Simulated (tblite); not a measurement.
Record of a relaxation.

Compound: C₇H₁₃OP.
Bonds: C1–C2, C2–C3 (double), C3–C4, C3–C5, C5–P6, P6–C7, P6–O8 (double), P6–C9, C2–C9. Hydrogens: H10, H11, H12 on C1; H13, H14, H15 on C4; H16, H17 on C5; H18, H19, H20 on C7; H21, H22 on C9.

Computed with GFN2-xTB (tblite), gas phase: L-BFGS steps from a force-field or distance-geometry start until the largest atomic force falls under 0.01 eV/Å. 7 of its 63 geometries are shown.

Step 0: E = -768.5751 eV, largest atomic force 3.646 eV/Å
```
atom  x, y, z in Å  |  force x, y, z in eV/Å
C1     -2.002   -1.384    0.500   -0.709   0.166   0.039
C2     -0.817   -0.641   -0.023    0.177   0.312   0.113
C3     -0.716    0.660   -0.329   -0.776  -0.143   0.190
C4     -1.807    1.704   -0.259    0.052  -0.228   0.513
C5      0.609    1.142   -0.846   -0.675   0.686   0.059
P6      1.690   -0.255   -0.581    2.545  -0.768  -2.495
C7      2.541    0.067    0.951    0.480   0.231   1.515
O8      2.609   -0.589   -1.720   -0.924   0.347   1.184
C9      0.441   -1.477   -0.213   -1.169  -0.048   0.307
H10    -2.896   -0.748    0.619    0.460  -0.167  -0.109
H11    -2.280   -2.193   -0.188    0.166   0.122   0.176
H12    -1.796   -1.821    1.482    0.098   0.010  -0.209
H13    -1.509    2.504    0.436   -0.014  -0.177  -0.315
H14    -2.752    1.300    0.113    0.191  -0.042  -0.093
H15    -1.992    2.137   -1.238    0.116   0.048  -0.041
H16     0.533    1.382   -1.906    0.111   0.059  -0.096
H17     0.962    2.030   -0.307   -0.095  -0.003  -0.129
H18     1.833    0.300    1.755    0.062   0.010  -0.154
H19     3.115   -0.810    1.268   -0.054   0.090  -0.223
H20     3.236    0.906    0.850   -0.102  -0.139  -0.139
H21     0.297   -2.155   -1.050    0.129  -0.193  -0.091
H22     0.688   -2.042    0.684   -0.069  -0.174   0.002
```

Step 10: E = -768.7561 eV, largest atomic force 0.072 eV/Å
```
atom  x, y, z in Å  |  force x, y, z in eV/Å
C1     -2.018   -1.371    0.504    0.000  -0.013  -0.004
C2     -0.823   -0.633   -0.012   -0.024  -0.016   0.017
C3     -0.737    0.658   -0.325   -0.019   0.016  -0.015
C4     -1.815    1.692   -0.241    0.002   0.009  -0.011
C5      0.586    1.147   -0.853   -0.015   0.013  -0.001
P6      1.741   -0.263   -0.609    0.011  -0.013  -0.036
C7      2.569    0.069    0.987    0.016   0.013   0.032
O8      2.648   -0.592   -1.716   -0.001   0.006   0.025
C9      0.411   -1.471   -0.216   -0.017  -0.018  -0.001
H10    -2.889   -0.732    0.613    0.023   0.003   0.003
H11    -2.267   -2.183   -0.180   -0.020   0.002  -0.007
H12    -1.791   -1.820    1.471   -0.009   0.029   0.004
H13    -1.507    2.499    0.425   -0.011  -0.019   0.019
H14    -2.757    1.286    0.117    0.030   0.000  -0.001
H15    -1.976    2.128   -1.226   -0.025  -0.005  -0.001
H16     0.527    1.395   -1.916   -0.006  -0.041  -0.021
H17     0.921    2.043   -0.326    0.009   0.028  -0.002
H18     1.838    0.305    1.752   -0.028   0.010   0.066
H19     3.141   -0.810    1.273    0.029  -0.047   0.000
H20     3.253    0.903    0.858    0.047   0.041  -0.024
H21     0.289   -2.167   -1.050    0.003   0.019  -0.045
H22     0.647   -2.062    0.672    0.005  -0.019   0.006
```

Step 21: E = -768.7626 eV, largest atomic force 0.027 eV/Å
```
atom  x, y, z in Å  |  force x, y, z in eV/Å
C1     -2.025   -1.363    0.503   -0.010  -0.007   0.012
C2     -0.827   -0.635   -0.017    0.010   0.001   0.008
C3     -0.742    0.656   -0.331    0.005   0.000  -0.002
C4     -1.822    1.685   -0.238   -0.004   0.012   0.011
C5      0.580    1.142   -0.862    0.009   0.005  -0.014
P6      1.744   -0.257   -0.586   -0.001  -0.001   0.005
C7      2.585    0.074    1.008    0.002   0.000   0.007
O8      2.666   -0.586   -1.681    0.002   0.003   0.000
C9      0.407   -1.470   -0.227    0.006  -0.012  -0.008
H10    -2.886   -0.712    0.611   -0.018  -0.001   0.006
H11    -2.288   -2.176   -0.173    0.004  -0.008  -0.011
H12    -1.800   -1.802    1.475    0.002  -0.010   0.020
H13    -1.515    2.485    0.435   -0.004   0.021   0.016
H14    -2.756    1.268    0.124   -0.017   0.008   0.006
H15    -1.999    2.130   -1.217    0.011  -0.007  -0.011
H16     0.525    1.343   -1.935    0.010  -0.001  -0.018
H17     0.905    2.060   -0.367    0.004   0.004  -0.009
H18     1.879    0.312    1.797   -0.013   0.001  -0.006
H19     3.160   -0.811    1.273   -0.002  -0.007   0.005
H20     3.275    0.902    0.858   -0.004   0.008   0.000
H21     0.295   -2.131   -1.091    0.008  -0.003  -0.018
H22     0.630   -2.095    0.640    0.000  -0.005   0.000
```

Step 31: E = -768.7635 eV, largest atomic force 0.033 eV/Å
```
atom  x, y, z in Å  |  force x, y, z in eV/Å
C1     -2.024   -1.364    0.509   -0.006  -0.002   0.007
C2     -0.827   -0.634   -0.014   -0.002   0.002   0.006
C3     -0.741    0.657   -0.327    0.000  -0.003  -0.002
C4     -1.820    1.688   -0.233   -0.006   0.006   0.004
C5      0.580    1.139   -0.868    0.008   0.003  -0.005
P6      1.745   -0.257   -0.583    0.015   0.007   0.028
C7      2.581    0.075    1.013    0.002  -0.003   0.005
O8      2.672   -0.583   -1.675    0.000  -0.002  -0.004
C9      0.406   -1.470   -0.234    0.006  -0.008  -0.003
H10    -2.888   -0.718    0.617   -0.004   0.013  -0.011
H11    -2.283   -2.177   -0.170    0.003  -0.004   0.003
H12    -1.802   -1.804    1.481    0.025  -0.006   0.001
H13    -1.519    2.490    0.441    0.026   0.007  -0.001
H14    -2.757    1.276    0.128   -0.007  -0.017  -0.004
H15    -1.993    2.129   -1.215    0.001   0.007   0.003
H16     0.527    1.326   -1.944   -0.020  -0.005  -0.016
H17     0.905    2.064   -0.388    0.004   0.006   0.007
H18     1.872    0.313    1.801    0.011   0.001  -0.020
H19     3.158   -0.810    1.279   -0.018   0.012   0.001
H20     3.272    0.904    0.862   -0.028  -0.010   0.012
H21     0.297   -2.120   -1.107   -0.017  -0.003  -0.021
H22     0.627   -2.106    0.625    0.006  -0.003   0.010
```

Step 41: E = -768.7656 eV, largest atomic force 0.059 eV/Å
```
atom  x, y, z in Å  |  force x, y, z in eV/Å
C1     -2.008   -1.367    0.526   -0.010  -0.003   0.004
C2     -0.820   -0.632   -0.006   -0.018  -0.002  -0.008
C3     -0.734    0.659   -0.319   -0.011  -0.005  -0.016
C4     -1.805    1.698   -0.218   -0.016   0.005  -0.001
C5      0.577    1.128   -0.891    0.011   0.003  -0.005
P6      1.748   -0.258   -0.581    0.033   0.013   0.023
C7      2.553    0.081    1.032   -0.016   0.006  -0.008
O8      2.695   -0.581   -1.655    0.020  -0.007  -0.008
C9      0.404   -1.471   -0.259    0.009  -0.002  -0.007
H10    -2.879   -0.729    0.633    0.007   0.022   0.016
H11    -2.263   -2.184   -0.150    0.002  -0.006   0.010
H12    -1.775   -1.804    1.497   -0.008   0.008   0.000
H13    -1.495    2.497    0.456    0.008  -0.007   0.006
H14    -2.745    1.291    0.139   -0.002  -0.016   0.022
H15    -1.974    2.142   -1.200    0.002   0.009   0.003
H16     0.502    1.273   -1.972    0.013   0.003  -0.021
H17     0.908    2.071   -0.453    0.005   0.012   0.016
H18     1.827    0.318    1.804    0.014  -0.015  -0.019
H19     3.128   -0.802    1.310   -0.034   0.047  -0.009
H20     3.240    0.915    0.892   -0.026  -0.039   0.008
H21     0.277   -2.082   -1.157    0.014  -0.025  -0.016
H22     0.626   -2.143    0.572    0.002  -0.003   0.010
```

Step 52: E = -768.7750 eV, largest atomic force 0.068 eV/Å
```
atom  x, y, z in Å  |  force x, y, z in eV/Å
C1     -1.948   -1.358    0.587   -0.001  -0.009  -0.001
C2     -0.791   -0.644   -0.037   -0.029  -0.015   0.008
C3     -0.706    0.648   -0.355   -0.021   0.004  -0.008
C4     -1.743    1.709   -0.161    0.001   0.008   0.010
C5      0.579    1.092   -1.002    0.001  -0.006   0.007
P6      1.760   -0.261   -0.599    0.056   0.013   0.037
C7      2.397    0.106    1.081   -0.002  -0.012  -0.015
O8      2.817   -0.573   -1.568   -0.031   0.016  -0.011
C9      0.409   -1.490   -0.376    0.004   0.001   0.018
H10    -2.811   -0.713    0.716    0.008   0.004  -0.012
H11    -2.236   -2.204   -0.037   -0.011   0.015  -0.010
H12    -1.672   -1.757    1.565    0.042   0.038  -0.020
H13    -1.378    2.463    0.536   -0.004  -0.006   0.019
H14    -2.677    1.310    0.222    0.008  -0.008   0.010
H15    -1.946    2.212   -1.107    0.016  -0.033  -0.006
H16     0.478    1.148   -2.091    0.018  -0.007   0.006
H17     0.911    2.070   -0.647   -0.005  -0.017  -0.006
H18     1.601    0.329    1.787    0.021  -0.011  -0.051
H19     2.963   -0.764    1.413   -0.020   0.033   0.005
H20     3.081    0.952    1.002   -0.042  -0.037   0.001
H21     0.269   -2.022   -1.322    0.011   0.020   0.014
H22     0.633   -2.232    0.393   -0.018   0.007   0.004
```

Step 62: E = -768.7771 eV, largest atomic force 0.009 eV/Å
```
atom  x, y, z in Å  |  force x, y, z in eV/Å
C1     -1.936   -1.355    0.595    0.003  -0.001   0.002
C2     -0.787   -0.646   -0.048   -0.003   0.001   0.000
C3     -0.701    0.646   -0.362   -0.005   0.001  -0.001
C4     -1.731    1.708   -0.148    0.001   0.003   0.000
C5      0.582    1.085   -1.018   -0.002  -0.002   0.003
P6      1.763   -0.263   -0.603    0.001  -0.002  -0.002
C7      2.367    0.107    1.085    0.000  -0.001   0.001
O8      2.831   -0.567   -1.564   -0.007  -0.001  -0.003
C9      0.411   -1.492   -0.391   -0.002   0.002  -0.005
H10    -2.797   -0.707    0.729    0.004   0.002  -0.002
H11    -2.235   -2.206   -0.017    0.001   0.004  -0.002
H12    -1.639   -1.739    1.571   -0.001  -0.002   0.004
H13    -1.357    2.454    0.553    0.000   0.002   0.002
H14    -2.662    1.309    0.241    0.004  -0.004  -0.004
H15    -1.937    2.216   -1.090   -0.006  -0.003   0.001
H16     0.482    1.126   -2.107    0.002   0.000   0.002
H17     0.912    2.067   -0.674    0.004   0.004  -0.002
H18     1.549    0.327    1.765    0.003   0.001  -0.003
H19     2.928   -0.756    1.437    0.001   0.002   0.005
H20     3.043    0.958    1.021   -0.002   0.000   0.006
H21     0.274   -2.012   -1.344    0.002  -0.008  -0.003
H22     0.628   -2.242    0.371   -0.002   0.001   0.001
```

**Question.** Summarise the path.

**Answer.** The energy falls by 19.49 kJ/mol from step 0 to step 62; nine tenths of that is first reached at step 12. It falls at every step. The largest force goes from 3.646 to 0.009 eV/Å. Among the bonds P6–C9 changes most (a near tie, within 0.001 Å, with another), from 1.786 to 1.840 Å; the atoms move by 0.227 Å rms after alignment.

Hardware: Arm Neoverse V1, one thread (shared host).
